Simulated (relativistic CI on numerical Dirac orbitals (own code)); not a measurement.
**A ladder of approximations for the levels of K⁵⁺**

Calculated with a relativistic CI code on KLI orbitals (one set per configuration, finite nucleus), adding one ingredient at a time: step 1, Dirac-Coulomb, each configuration alone; step 2, with Breit and QED terms; step 3, with configuration mixing; step 4, with scaled Slater integrals (0.9); step 5, with a P86 correlation estimate; step 6, tied to the ionisation limit. P86 is a density functional for the correlation energy, evaluated here for each configuration and added to its levels. Step 6 is semi-empirical: configurations made of the next ion and one excited electron move by -16020 cm⁻¹, so that their limit matches the tabulated ionisation energy, and those with a non-penetrating f or g electron also take the P86 value of the least penetrating other one.

CI space (outside the closed core [Ne]): 3s2.3p2, 3s.3p3, 3s2.3p.3d, 3s2.3p.4s, 3p4, 3s.3p2.3d, 3p3.3d, 3s2.3p.4p, 3s.3p.3d2, 3s2.3p.4d, 3s2.3p.4f, 3s.3p2.4s, 3s2.3p.5s, 3s2.3p.5p, 3s2.3d2, 3s.3d3, 3p2.3d2, 3p.3d3, 3p.3d2.4s, 3p.3d2.4p, 3p.3d2.4d.

Computed minus measured energy above the ground level, in cm⁻¹, for 13 of the 24 excited levels that pair in every step (one J of a term; a digit in brackets numbers repeated terms):

```tsv
Configuration	Term	J	Measured	Step 1	Step 2	Step 3	Step 4	Step 5	Step 6
3s2.3p2	3P	1	1133	34	-11	-34	-14	-14	-14
3s2.3p2	1D	2	18978	3473	3374	2337	541	547	537
3s2.3p2	1S	0	43359	9382	9303	3662	-208	-189	-193
3s.3p3	3D°	1	140741	8658	8449	-351	1626	2262	183
3s.3p3	3P°	0	163421	6256	6050	993	670	1307	-713
3s.3p3	3S°	1	218317	13703	13496	6192	135	788	655
3s.3p3	1P°	1	223840	21395	21166	8110	1500	2150	10
3s2.3p.3d	3P°	2	252327	-6857	-7108	6469	2793	3590	-9503
3s2.3p.3d	3D°	1	260069	-9652	-9891	8058	3640	4442	-8909
3s2.3p.3d	1F°	3	285687	10996	10717	10652	4268	5099	-10309
3s2.3p.3d	1P°	1	293723	-3317	-3574	10859	2976	3795	-9504
3s2.3p.4s	3P°	0	387423	-640	-706	18375	14178	19062	3075
3s2.3p.4s	1P°	1	394420	1301	1133	19522	14821	19708	3722
```

Mean absolute errors in cm⁻¹, over all paired levels and for the configurations:

```csv
"Configuration, levels",Step 1,Step 2,Step 3,Step 4,Step 5,Step 6
"all, 24",6670,6656,6826,3890,5186,3868
"3s2.3p2, 4",3264,3182,1520,198,195,193
"3s.3p3, 8",10002,9782,2288,1068,1709,433
"3s2.3p.3d, 8",8006,8201,8089,3326,4133,9447
"3s2.3p.4s, 4",741,785,18683,14354,19240,3253
```

Measured levels: Sansonetti, J. Phys. Chem. Ref. Data 37, 7 (2008).

The mean absolute error is lowest at step 6 (3868 cm⁻¹), and the largest single drop is from step 3 to 4 (6826 to 3890). Terms of the ground configuration are off by 3264 at first, 1520 with mixing and 198 after scaling, which stands in for the correlation that narrows term splittings. The Breit and QED terms change the top of the ground term (measured 2927) from 3093 to 2969. Mixing lowers the ground level by 20615, with 3s.3p2.3d as its largest admixture; relative to it the configurations that move most are 3s2.3p.4s by +18901, 3s2.3p.3d by +13611, 3s.3p3 by -7752. Configurations whose own partners of that kind are not in the list rise by much of that lowering, so a short list can trade one imbalance for another. The P86 estimate moves 3s2.3p.4s by +4885, 3s2.3p.3d by +807, 3s.3p3 by +640, and takes the mean absolute error of the excited configurations from 4629 to 6185; it adds to levels that were already too high. Step 6 takes that error from 6185 to 4602; the error more than halves for 3s.3p3, 3s2.3p.4s; it grows for 3s2.3p.3d. The shift fits the limit, so it does little for low levels whose errors differ from those near the limit.
